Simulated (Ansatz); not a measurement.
One change: `CBO[SiH2]C` becomes `C[SiH2]O`.

Ansatz, PBE0-D4/def2-TZVP geometries, multiplicity 1. Each molecule was computed in one conformer, which needn't be the lowest.

```json
{"property": "HOMO–LUMO gap (ωB97M-V/def2-TZVPP) / eV", "`CBO[SiH2]C`": "12.40"}
{"property": "size of the dipole moment (ωB97M-V/def2-TZVPP) / D", "`CBO[SiH2]C`": "0.91"}
{"property": "LUMO energy (B3LYP/def2-TZVPP) / eV", "`CBO[SiH2]C`": "-0.19"}
{"property": "LUMO energy (ωB97M-V/def2-TZVPP) / eV", "`CBO[SiH2]C`": "1.88"}
{"property": "HOMO energy (PBE/def2-TZVPP) / eV", "`CBO[SiH2]C`": "-6.70"}
{"property": "HOMO energy (PBE0/def2-TZVPP) / eV", "`CBO[SiH2]C`": "-8.15"}
```

Problem. What does the change do to each property? (Best estimate.)

Solution. Computed: 
```
                                          property  `C[SiH2]O`  shift
           HOMO–LUMO gap (ωB97M-V/def2-TZVPP) / eV       12.75   0.35
size of the dipole moment (ωB97M-V/def2-TZVPP) / D        1.68   0.77
               LUMO energy (B3LYP/def2-TZVPP) / eV        0.16   0.35
             LUMO energy (ωB97M-V/def2-TZVPP) / eV        2.02   0.14
                 HOMO energy (PBE/def2-TZVPP) / eV       -6.94  -0.24
                HOMO energy (PBE0/def2-TZVPP) / eV       -8.42  -0.27
```

With PBE0 the HOMO falls by 0.27 eV and the LUMO rises by 0.42 eV, so the gap widens by about 0.69 eV. PBE moves the HOMO by -0.24 eV and ωB97M-V by -0.21 eV. The zero-point energy changes by -106.3 kJ/mol with -15 modes. Dipoles are sizes alone; their direction can turn.

Positive LUMOs are unbound, so they and the gaps depend on the basis.

B3LYP here is the variant with VWN-RPA as its local correlation; programs differ in this.
